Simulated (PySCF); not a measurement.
C7H8O3S.
Bonds: C1–O2, O2–S3, S3–O4 (double), S3–O5 (double), S3–C6, C6–C7 (aromatic), C7–C8 (aromatic), C8–C9 (aromatic), C9–C10 (aromatic), C10–C11 (aromatic), C6–C11 (aromatic). Hydrogens: H12, H13, H14 on C1; H15 on C7; H16 on C8; H17 on C9; H18 on C10; H19 on C11.

The same species was optimised twice, with GFN2-xTB and with PBE0-D3(BJ)/def2-SVP (PySCF), and the same property calculations (PySCF, gas phase) were run on both structures.

| coordinate | GFN2-xTB | PBE0-D3(BJ)/def2-SVP | change |
| --- | --- | --- | --- |
| S3=O5 (Å) | 1.431 | 1.452 | +0.021 |
| S3=O4 (Å) | 1.431 | 1.452 | +0.021 |
| C6–C11 (Å) | 1.379 | 1.393 | +0.014 |
| C6–C7 (Å) | 1.379 | 1.393 | +0.014 |
| S3–C6 (Å) | 1.775 | 1.763 | -0.012 |
| C9–C10 (Å) | 1.387 | 1.396 | +0.009 |
| C1–O2 (Å) | 1.415 | 1.424 | +0.009 |
| C8–C9 (Å) | 1.387 | 1.395 | +0.008 |
| C7–C8 (Å) | 1.386 | 1.392 | +0.006 |
| C10–C11 (Å) | 1.386 | 1.392 | +0.006 |
| O2–S3 (Å) | 1.628 | 1.628 | 0.000 |
| O4–S3–O5 (°) | 117.8 | 120.4 | +2.6 |
| O4–S3–C6 (°) | 111.4 | 109.9 | -1.5 |
| O5–S3–C6 (°) | 111.3 | 109.9 | -1.4 |
| C1–O2–S3 (°) | 113.3 | 114.7 | +1.4 |
| O2–S3–C6 (°) | 97.0 | 97.7 | +0.7 |
| O2–S3–O4 (°) | 108.5 | 108.1 | -0.4 |
| C6–C11–C10 (°) | 118.9 | 118.5 | -0.4 |
| C6–C7–C8 (°) | 118.9 | 118.5 | -0.4 |
| C1–O2–S3–O4 (°) | -64 | -64 | 0 |
| O2–S3–C6–C7 (°) | -89 | -92 | -3 |

Rotational constants: A = 2199, B = 652.3, C = 616.1 MHz (GFN2-xTB) against A = 2169, B = 650.4, C = 609.8 MHz (PBE0-D3(BJ)/def2-SVP).

On the GFN2-xTB structure: HOMO (eV) -8.06 [PBE0/pcSseg-1]; LUMO (eV) -1.35 [PBE0/pcSseg-1]; dipole (D) 3.62 [PBE0/pcSseg-1]; GIAO shielding of C1 (ppm) 138.0 [PBE0/pcSseg-1]; GIAO shielding of O2 (ppm) 148.2 [PBE0/pcSseg-1]; GIAO shielding of S3 (ppm) 183.4 [PBE0/pcSseg-1]; GIAO shielding of O4/O5 (mean) (ppm) 133.1 [PBE0/pcSseg-1]; GIAO shielding of C6 (ppm) 42.6 [PBE0/pcSseg-1]; GIAO shielding of C7/C11 (mean) (ppm) 53.2 [PBE0/pcSseg-1]; GIAO shielding of C8/C10 (mean) (ppm) 52.8 [PBE0/pcSseg-1]; GIAO shielding of C9 (ppm) 47.2 [PBE0/pcSseg-1].

Task: What do these properties become on the PBE0-D3(BJ)/def2-SVP structure?

Result: 
| property | level | on GFN2-xTB | on PBE0-D3(BJ)/def2-SVP | change |
| --- | --- | --- | --- | --- |
| HOMO (eV) | PBE0/pcSseg-1 | -8.06 | -8.03 | +0.03 |
| LUMO (eV) | PBE0/pcSseg-1 | -1.35 | -1.44 | -0.09 |
| dipole (D) | PBE0/pcSseg-1 | 3.62 | 3.55 | -0.07 |
| energy, GFN2-xTB geometry as zero (kcal/mol) | PBE0/pcSseg-1 | 0.0 | -2.0 | -2.0 |
| GIAO shielding of C1 (ppm) | PBE0/pcSseg-1 | 138.0 | 135.2 | -2.8 |
| GIAO shielding of O2 (ppm) | PBE0/pcSseg-1 | 148.2 | 142.3 | -5.9 |
| GIAO shielding of S3 (ppm) | PBE0/pcSseg-1 | 183.4 | 169.4 | -14.0 |
| GIAO shielding of O4/O5 (mean) (ppm) | PBE0/pcSseg-1 | 133.1 | 117.3 | -15.8 |
| GIAO shielding of C6 (ppm) | PBE0/pcSseg-1 | 42.6 | 41.6 | -1.0 |
| GIAO shielding of C7/C11 (mean) (ppm) | PBE0/pcSseg-1 | 53.2 | 49.9 | -3.3 |
| GIAO shielding of C8/C10 (mean) (ppm) | PBE0/pcSseg-1 | 52.8 | 50.4 | -2.4 |
| GIAO shielding of C9 (ppm) | PBE0/pcSseg-1 | 47.2 | 45.0 | -2.2 |

The heavy atoms differ by 0.038 Å rms after alignment. Among bonds between heavy atoms S3=O4 and S3=O5 change most and about equally (+0.021 Å). Changes are differences of the printed values. Neither structure is proved a minimum here.

Conformer computed: `[CH3:1][O:2][S:3](=[O:4])(=[O:5])[c:6]1[cH:7][cH:8][cH:9][cH:10][cH:11]1`: C1–O2–S3–O4 -64°, O2–S3–C6–C7 -92°.
